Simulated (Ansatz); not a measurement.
`[OH][Zr]([OH])([OH])[SH]`, charge 0, multiplicity 1.

**Question.** Give a relaxed structure at PBE0-D4/def2-TZVP (Ansatz). (An estimate is asked.)

**Answer.** The calculation gave: 
```xyz
9

O     0.660   -0.936   -1.713
Zr    0.053   -0.067   -0.121
O    -0.128    1.831   -0.325
O     1.216   -0.421    1.362
S    -2.180   -1.051    0.322
H     1.020   -1.120   -2.576
H    -0.025    2.774   -0.247
H     1.811   -0.834    1.981
H    -2.427   -0.177    1.316
```
This is one stationary point; other conformers may exist.
